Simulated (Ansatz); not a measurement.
C2H5S, doublet, geometry from GFN2-xTB; CAM-B3LYP/def2-SVP (Ansatz, an electronic-structure program).

Ansatz was given this input:
Ansatz 0.2 input:
```yaml
crystal:
  periodic: [false, false, false]
  atoms:
    - {symbol: C, position_ang: [1.48255365, 0.65932309, -0.01655837]}
    - {symbol: C, position_ang: [-0.03154429, 0.78395239, 0.00248490]}
    - {symbol: S, position_ang: [-0.84471660, -0.82371473, 0.00823708]}
    - {symbol: H, position_ang: [-0.37104627, 1.31200621, 0.89543533]}
    - {symbol: H, position_ang: [-0.39297317, 1.31674827, -0.87896880]}
    - {symbol: H, position_ang: [1.93395512, 1.64948226, -0.01949031]}
    - {symbol: H, position_ang: [1.83064329, 0.11841436, 0.86042594]}
    - {symbol: H, position_ang: [1.80883038, 0.12313177, -0.90475459]}
basis:
  gaussian:
    orbitals: def2-SVP
hamiltonian:
  xc: cam_b3lyp
magnetization: {spin_polarized: true, initial_magnetization: 1}
accuracy: high
```

What the program printed (banner, timings and long lists left out):

```
Functional definition: CAM-B3LYP
1678 factors; integrals over basis functions are off by at most 3.9e-9 eV
335 factors; integrals over basis functions are off by at most 2.2e-9 eV
mean field evaluation 1: about -12980.6244 eV, gradient 2.5e1 eV
mean field evaluation 2: about -12981.0658 eV, gradient 2.3e1 eV
mean field evaluation 4: about -12983.6331 eV, gradient 8.4e-1 eV
mean field evaluation 8: about -12983.7745 eV, gradient 4.8e-2 eV
mean field evaluation 16: about -12983.7746 eV, gradient 1.4e-5 eV
mean field evaluation 32: about -12983.7746 eV, gradient 2.9e-8 eV
mean field -12983.77459132 eV, -477.1449155125 hartree, gradient 2.0e-8 eV, S^2 0.752877; 1 other end points of the search recorded, 0 dependent functions left out
reference -12983.77460909 eV, -477.1449161656 hartree; 17, 16 occupied and 54, 55 virtual orbitals, 1678 factors
Total energy: -12983.77460909 eV, -477.1449161656 hartree
```
